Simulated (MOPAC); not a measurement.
Input file for MOPAC: PM3 on BrGeHO (SMILES [OH][Ge][Br]), a point of a torsion scan.

```
PM3 1SCF PRECISE CHARGE=0 THREADS=1
BrGeHO

O     -0.97770133 1     0.04196231 1     0.08055130 1
Ge     0.37623891 1     1.09098222 1    -0.09397664 1
Br     0.24344068 1     1.67536966 1    -2.40832661 1
H     -1.57852985 1    -0.68891759 1    -0.02574782 1
```

Program output:

```
*******************************************************************************
 **                                                                           **
 **                              MOPAC v23.2.5                                **
 **                                                                           **
 *******************************************************************************
 ** MOPAC's Digital Object Identifier: https://doi.org/10.5281/zenodo.6511958 **
 **                                                                           **
 ** Please cite the open-source release paper for use of this MOPAC version:  **
 ** J. E. Moussa and J. J. P. Stewart (2026)                                  **
 ** MOPAC: An open-source semiempirical molecular orbital program             **
 ** J. Open Source Softw., 11(119), 8025, https://doi.org/10.21105/joss.08025 **
 *******************************************************************************

                              PM3 CALCULATION RESULTS

 *******************************************************************************
 *  PM3        - The PM3 Hamiltonian to be used
 *
 *
 *
 *                 CHARGE ON SYSTEM = 0
 *
 *
 *
 *  PRECISE    - TIGHTER CRITERIA TO BE USED
 *  1SCF       - DO 1 SCF AND THEN STOP
 *  THREADS=1  - MULTI-THREADING NOT USED
 *  T=         - A TIME OF 172800.0 SECONDS REQUESTED
 *  DUMP=N     - RESTART FILE WRITTEN EVERY 7200.0 SECONDS REQUESTED
 *******************************************************************************
PM3 1SCF PRECISE CHARGE=0 THREADS=1
 BrGeHO

   ATOM   CHEMICAL          X               Y               Z
  NUMBER   SYMBOL      (ANGSTROMS)     (ANGSTROMS)     (ANGSTROMS)

     1       O         -0.97770133  *   0.04196231  *   0.08055130  *
     2      Ge          0.37623891  *   1.09098222  *  -0.09397664  *
     3      Br          0.24344068  *   1.67536966  *  -2.40832661  *
     4       H         -1.57852985  *  -0.68891759  *  -0.02574782  *



          CARTESIAN COORDINATES

    NO.       ATOM           X           Y           Z

     1         O         -0.9777      0.0420      0.0806
     2        Ge          0.3762      1.0910     -0.0940
     3        Br          0.2434      1.6754     -2.4083
     4         H         -1.5785     -0.6889     -0.0257

  H: (PM3): J. J. P. STEWART, J. COMP. CHEM. 10, 209 (1989).
  O: (PM3): J. J. P. STEWART, J. COMP. CHEM. 10, 209 (1989).
 Ge: (PM3): J. J. P. STEWART, J. COMP. CHEM. 12, 320-341 (1991).
 Br: (PM3): J. J. P. STEWART, J. COMP. CHEM. 10, 209 (1989).

           Empirical Formula: H O Ge Br  =     4 atoms



      MOLECULAR POINT GROUP   :   C1


      RHF CALCULATION, NO. OF DOUBLY OCCUPIED LEVELS = 9


 -------------------------------------------------------------------------------
 PM3 1SCF PRECISE CHARGE=0 THREADS=1
 BrGeHO



     1SCF WAS SPECIFIED, SO BFGS WAS NOT USED
     SCF FIELD WAS ACHIEVED


                              PM3 CALCULATION
                                                       MOPAC v23.2.5 Linux




          FINAL HEAT OF FORMATION =        -77.53028 KCAL/MOL =    -324.38667 KJ/MOL


          COSMO AREA              =        110.61 SQUARE ANGSTROMS
          COSMO VOLUME            =         98.96 CUBIC ANGSTROMS

          IONIZATION POTENTIAL    =         10.301565 EV
          HOMO LUMO ENERGIES (EV) =        -10.302 -0.942
          NO. OF FILLED LEVELS    =          9
          MOLECULAR WEIGHT        =        169.5013         POINT GROUP:  C1

          MOLECULAR DIMENSIONS (Angstroms)

            Atom       Atom       Distance
            H     4   Br     3     3.81918
            H     4   Ge     2     1.63709
            O     1   Br     3     0.16132


          SCF CALCULATIONS        =          1





   ATOM   CHEMICAL          X               Y               Z
  NUMBER   SYMBOL      (ANGSTROMS)     (ANGSTROMS)     (ANGSTROMS)

     1       O         -0.97770133  *   0.04196231  *   0.08055130  *
     2      Ge          0.37623891  *   1.09098222  *  -0.09397664  *
     3      Br          0.24344068  *   1.67536966  *  -2.40832661  *
     4       H         -1.57852985  *  -0.68891759  *  -0.02574782  *

                             CARTESIAN COORDINATES

   1    O       -0.977701330     0.041962310     0.080551300
   2   Ge        0.376238910     1.090982220    -0.093976640
   3   Br        0.243440680     1.675369660    -2.408326610
   4    H       -1.578529850    -0.688917590    -0.025747820


           Empirical Formula: H O Ge Br  =     4 atoms



      MOLECULAR POINT GROUP   :   C1


                  EIGENVALUES
 -35.95541 -18.84710 -15.73850 -13.96084 -12.60766 -12.29275 -10.62670 -10.57968
 -10.30157  -0.94155   0.02354   1.05240   5.40658


              NET ATOMIC CHARGES AND DIPOLE CONTRIBUTIONS

  ATOM NO.   TYPE          CHARGE      No. of ELECS.   s-Pop       p-Pop
    1          O          -0.641008        6.6410     1.72189     4.91912
    2         Ge           1.003542        2.9965     1.87586     1.12059
    3         Br          -0.615350        7.6154     1.89784     5.71751
    4          H           0.252817        0.7472     0.74718
 DIPOLE           X         Y         Z       TOTAL
 POINT-CHG.     2.187    -0.659     6.386     6.782
 HYBRID        -1.951    -1.480    -1.087     2.679
 SUM            0.237    -2.139     5.299     5.719


          ATOMIC ORBITAL ELECTRON POPULATIONS

     Atom    s        px        py        pz
    1  O   1.72189   1.54853   1.49811   1.87247
    2 Ge   1.87586   0.34805   0.32398   0.44857
    3 Br   1.89784   1.97732   1.95957   1.78062
    4  H   0.74718

 **********************
 *                    *
 * JOB ENDED NORMALLY *
 *                    *
 **********************




 == MOPAC DONE ==
```

The run finished.

Cost: about 0.020 core-seconds (a rough figure).
